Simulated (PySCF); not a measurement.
## Ar⁵⁺ (argon, charge +5): UHF calculation

Configuration: [Ne] 3s2 3p1, 2P determinant. Computed with PySCF 2.14 in an even-tempered Gaussian basis (20 s from 0.09 bohr⁻², ratio 2.5; 13 p from 0.12 bohr⁻², ratio 2.5; 5 d from 1.2 bohr⁻², ratio 2.7; 5 f from 1.8 bohr⁻², ratio 2.7), with the spin-free X2C one-electron Hamiltonian (Gaussian nucleus).

- Total energy: -520.812726 hartree
- One-electron energy: -676.8971 hartree
- Hartree (Coulomb) energy: 184.1410 hartree
- Exchange energy: -28.0567 hartree
- ⟨S²⟩: 0.7572
- ⟨L²⟩: 2.022
- Sum of ⟨r⟩: 6.970 bohr
- Sum of ⟨r²⟩: 6.783 bohr²
- Traceless quadrupole moment −½Σ⟨3z² − r²⟩ along its main axis: -0.769 e·bohr²

```json
{"shell": "1s α", "electrons": "1", "mean orbital energy (eV)": "-3334.7", "spread (eV)": "0", "rms radius, mean of both spins (bohr)": "0.0991"}
{"shell": "1s β", "electrons": "1", "mean orbital energy (eV)": "-3334.1", "spread (eV)": "0", "rms radius, mean of both spins (bohr)": "0.0991"}
{"shell": "2s α", "electrons": "1", "mean orbital energy (eV)": "-427.51", "spread (eV)": "0", "rms radius, mean of both spins (bohr)": "0.443"}
{"shell": "2s β", "electrons": "1", "mean orbital energy (eV)": "-426.97", "spread (eV)": "0", "rms radius, mean of both spins (bohr)": "0.443"}
{"shell": "2p α", "electrons": "3", "mean orbital energy (eV)": "-350.45", "spread (eV)": "1.023", "rms radius, mean of both spins (bohr)": "0.415"}
{"shell": "2p β", "electrons": "3", "mean orbital energy (eV)": "-349.45", "spread (eV)": "1.186", "rms radius, mean of both spins (bohr)": "0.415"}
{"shell": "3s α", "electrons": "1", "mean orbital energy (eV)": "-107.73", "spread (eV)": "0", "rms radius, mean of both spins (bohr)": "1.31"}
{"shell": "3s β", "electrons": "1", "mean orbital energy (eV)": "-103.28", "spread (eV)": "0", "rms radius, mean of both spins (bohr)": "1.31"}
{"shell": "3p α", "electrons": "1", "mean orbital energy (eV)": "-90.767", "spread (eV)": "0", "rms radius, mean of both spins (bohr)": "1.38"}
```

Densities and radii are taken from the X2C orbitals without a picture-change correction, which distorts them close to the nucleus.

Spin-orbit constants ζ (cm⁻¹) from the X2C one-electron operator on these orbitals: bare nucleus, nucleus screened by l(l+1)(2l+1)/3 electrons, and screened by the Breit-Pauli mean field of the electrons.

| shell | bare | screened nucleus | mean field |
| --- | --- | --- | --- |
| 2p | 13360 | 11880 | 11220 |
| 3p | 1638 | 1456 | 1366 |

To first order the Landé constant is A = 1366 cm⁻¹, so the lowest level has J = 1/2 and lies 0.169 eV below the centre of the term.
